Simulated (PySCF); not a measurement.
C3H6BFN2, SMILES CN1CN=CB1F.

The structure is a stationary point at B3LYP-D3(BJ)/def2-SVP. The structure was generated by enumeration, and PubChem lists no compound with its InChIKey, so it may never have been made. One conformer was computed; it need not be the lowest.

Vertical ionisation energy (IE) and electron affinity (EA) in eV. Rows of orbital energies are one-electron estimates. Where ΔSCF, EOM or ADC give a negative EA the extra electron is unbound and the value depends on the basis.

```
level                                         IE    EA
------------------------------------------  ----  ----
−ε(HOMO), −ε(LUMO), PBE0/def2-TZVP (PySCF)   [?]   [?]
−ε(HOMO), −ε(LUMO), PBE/def2-TZVP (PySCF)   5.94  2.07
```

### Question
Complete the blanks. (Estimate from the structure and the level; the computed values follow.)

### Answer

- −ε(HOMO), −ε(LUMO), PBE0/def2-TZVP (PySCF), IE: 7.50
- −ε(HOMO), −ε(LUMO), PBE0/def2-TZVP (PySCF), EA: 1.11
